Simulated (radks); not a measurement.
Q: Xe, configuration [Xe]. Calculated with a radial shooting solver on a logarithmic mesh with Libxc functionals: Dirac Kohn-Sham, PBEsol, spin-unpolarised, spherical densities, finite nucleus; Fermi nuclear charge, rms radius 4.8041 fm. Some entries of the table are withheld. Estimate them.

orbital  occ.  eigenvalue (hartree)  <r> (bohr)  <1/r> (bohr^-1)
1s1/2       2             -1261.509         (1)            58.09
2s1/2       2                   (2)      0.1142            13.58
2p1/2       2                   (3)     0.09623            13.57
2p3/2       4                   (4)      0.1020            12.47
3s1/2       2             -40.13764      0.3063            4.856
3p1/2       2                   (5)      0.2963            4.768
3p3/2       4                   (6)      0.3080            4.497
3d3/2       4             -24.27283      0.2788            4.354
3d5/2       6             -23.79419      0.2825            4.285
4s1/2       2              -7.23753      0.7169            1.968
4p1/2       2              -5.49391      0.7460            1.859
4p3/2       4              -5.04103      0.7740            1.771
4d3/2       4              -2.22049      0.8711            1.527
4d5/2       6              -2.14743      0.8821            1.504
5s1/2       2              -0.72585       1.861           0.7065
5p1/2       2                   (7)       2.229           0.5854
5p3/2       4                   (8)       2.349           0.5529

A: 
(1) 1s1/2 <r> (bohr): 0.02667
(2) 2s1/2 eigenvalue (hartree): -196.2726
(3) 2p1/2 eigenvalue (hartree): -184.4318
(4) 2p3/2 eigenvalue (hartree): -172.5109
(5) 3p1/2 eigenvalue (hartree): -35.21299
(6) 3p3/2 eigenvalue (hartree): -32.94918
(7) 5p1/2 eigenvalue (hartree): -0.33458
(8) 5p3/2 eigenvalue (hartree): -0.28882
